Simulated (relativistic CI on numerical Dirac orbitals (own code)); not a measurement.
## Sc³⁺: calculation against measurement

Calculated at this level of theory: Dirac-Coulomb-Breit CI, KLI orbitals optimised for each configuration, a model potential for QED, valence Slater integrals scaled by 0.85, P86 correlation energy added to each configuration (own radial code, finite nucleus).

Configuration list (outside the closed core [Ne]): 3s2.3p6, 3s2.3p5.3d, 3s.3p6.3d, 3s2.3p5.4s, 3s2.3p5.4p, 3s2.3p5.4d, 3s2.3p5.5s, 3s2.3p5.5p, 3s2.3p5.4f, 3s2.3p5.5d, 3s2.3p5.6s, 3s2.3p5.5f, 3s2.3p5.6p, 3s2.3p5.5g, 3s2.3p5.6d, 3s.3p6.4s, 3s.3p6.4p, 3s.3p6.4d, 3s.3p6.5s, 3s.3p6.5p, 3s.3p6.4f, 3s.3p6.5d, 3p6.3d2, 3p5.3d3, 3p5.3d2.4s, 3p5.3d2.4p, 3p5.3d2.4d, 3p5.3d2.5s. Double excitations out of closed p, d and f shells are left out; levels of such configurations are missing from the list, as are those of other unlisted configurations, and high levels can miss mixing partners. These lack a partner that the ground configuration has and come out too high: 3s2.3p5.5p, 3s2.3p5.4f, 3s2.3p5.5d, 3s2.3p5.6s, 3s2.3p5.5f.

```csv
Configuration,Term (tabulated),J,Measured (cm⁻¹),Computed,Error,Purity (%)
3s2.3p6,1S,0,0.0,0,0,100
3s2.3p5.3d,3P°,0,239723.2,240746,1023,100
3s2.3p5.3d,3F°,4,250708.2,250490,-218,100
3s2.3p5.3d,3F°,3,252108.3,251930,-178,99
3s2.3p5.3d,3D°,1,269426.5,269545,119,100
3s2.3p5.4s,3P°,2,333090.8,335870,2779,100
3s2.3p5.4s,3P°,0,337340.1,340175,2835,100
3s2.3p5.4p,3S,1,371735.2,373199,1464,96
3s2.3p5.4p,3D,3,378077.0,380355,2278,100
3s2.3p5.4p,3D,2,378418.6,380796,2377,75
3s2.3p5.4p,3D,1,380148.3,382522,2374,75
3s2.3p5.4p,3P,0,384817.8,387053,2235,98
3s2.3p5.4p,3P,1,385570.0,387904,2334,66
3s2.3p5.4p,1S,0,397510.7,399818,2308,95
3s.3p6.3d,3D †,1,429695.7,472027,42331,67
3s.3p6.3d,3D †,2,429842.4,472337,42495,68
3s.3p6.3d,3D †,3,430078.5,472841,42763,71
3s.3p6.3d,1D †,2,442046.0,502912,60866,96
3s2.3p5.4d,3F°,3,443191.3,444615,1423,69
3s2.3p5.4d,1P°,1,453972.7,456731,2759,83
3s2.3p5.5s,2[3/2]°,2,459496.9,459917,420,99
3s2.3p5.5s,2[3/2]°,1,460426.9,460968,541,54
3s2.3p5.5s,2[1/2]°,0,463768.9,464236,467,99
3s2.3p5.5s,2[1/2]°,1,464457.2,465032,574,53
3s2.3p5.5p,2[1/2],1,474764.4,475989,1224,90
3s2.3p5.5p,2[5/2],3,476818.5,478417,1599,99
3s2.3p5.5p,2[5/2],2,477018.0,478660,1642,60
3s2.3p5.5p,2[3/2],1,477746.6,479585,1839,44
3s2.3p5.5p,2[3/2],2,478213.2,479909,1695,68
3s2.3p5.4f,2[3/2] †,1,478495.9,488205,9709,66
3s2.3p5.4f,2[9/2],5,478609.5,483648,5038,100
3s2.3p5.4f,2[3/2] †,2,478767.7,484509,5741,66
3s2.3p5.4f,2[9/2],4,478768.4,483840,5071,54
3s2.3p5.4f,2[5/2] †,3,479452.9,484850,5397,45
3s2.3p5.4f,2[7/2] †,3,479908.9,486511,6602,44
3s2.3p5.4f,2[7/2] †,4,479933.2,484934,5000,57
3s2.3p5.4f,2[5/2] †,2,480097.9,487180,7082,48
3s2.3p5.5p,2[1/2],0,480286.6,482299,2012,91
3s2.3p5.5p,2[3/2],1,481377.4,482896,1519,63
3s2.3p5.5p,2[1/2],1,481939.9,483616,1676,65
3s2.3p5.5p,2[3/2],2,481975.2,483323,1348,32
3s2.3p5.4f,2[7/2],3,483609.4,488649,5040,55
3s2.3p5.4f,2[7/2],4,483708.0,488741,5033,43
3s2.3p5.4f,2[5/2] †,3,483962.8,490936,6973,59
3s2.3p5.4f,2[5/2] †,2,484257.6,490124,5866,43
3s2.3p5.5p,2[1/2],0,484972.9,489035,4062,86
3s2.3p5.6s,2[3/2]°,2,511228.2,512118,890,97
3s2.3p5.6s,2[3/2]°,1,511630.3,512573,942,52
3s2.3p5.6s,2[1/2]°,1,515738.0,516698,960,58
3s2.3p5.5g,2[5/2]°,2,521999.2,524427,2428,100
3s2.3p5.5g,2[11/2]°,6,522110.2,524576,2466,100
```

Measured levels from Sugar and Corliss, J. Phys. Chem. Ref. Data 9, 473 (1980); pairs were made by configuration, J and term (by order where the table uses no LS term), so strongly mixed levels may be paired wrongly.

Mean error by configuration (cm⁻¹): 3s2.3p5.3d 186; 3s2.3p5.4s 2807; 3s2.3p5.4p 2195; 3s2.3p5.4d 2091; 3s2.3p5.5s 501; 3s2.3p5.5p 1862; 3s2.3p5.4f 5046; 3s2.3p5.6s 931; 3s2.3p5.5g 2447. Over the excited levels the mean absolute error is 1979 cm⁻¹ (50 of the 69 excited levels that our extract of the source holds in range could be paired, and the others can miss by more), and the median relative error of those above 1,000 cm⁻¹ is 0.39 %. † marks terms whose computed intervals miss the measured ones by more than a factor of 2.5, or configurations far off the rest, from wrong mixing, a near crossing or a doubtful label or measurement; they are left out of the means.
